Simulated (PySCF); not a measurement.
**Rb (rubidium, neutral) across methods**

[Kr] 5s1, 2S determinant. All numbers are calculated (PySCF 2.14, scalar relativity by spin-free X2C-1e, in aug-cc-pwCVTZ-X2C with one added diffuse shell each of s, p, d, f type (11s10p8d4f, 109 functions)).

| method | E (hartree) | mean ε 4p α (eV) | mean ε 4p β (eV) | mean ε 5s α (eV) | Σ⟨r²⟩ (bohr²) | ⟨S²⟩ |
| --- | --- | --- | --- | --- | --- | --- |
| wB97M-V | -2980.79 | -20.165 | -20.098 | -3.956 | 64.21 | 0.750 |
| PBE | -2980.64 | -15.948 | -15.858 | -2.436 | 62.50 | 0.750 |
| MN15 | -2982.84 | -18.657 | -18.547 | -3.055 | 64.77 | 0.750 |
| PBE0 | -2980.72 | -17.721 | -17.642 | -2.867 | 62.92 | 0.750 |
| r2SCAN | -2981.00 | -16.555 | -16.504 | -2.484 | 62.86 | 0.750 |
| UHF | -2979.15120 | -22.004 | -21.963 | -3.817 | 66.72 | 0.750 |
| LDA | -2977.00 | -16.007 | -15.932 | -2.551 | 60.97 | 0.750 |
| TPSSh | -2980.91 | -16.894 | -16.821 | -2.522 | 63.64 | 0.750 |
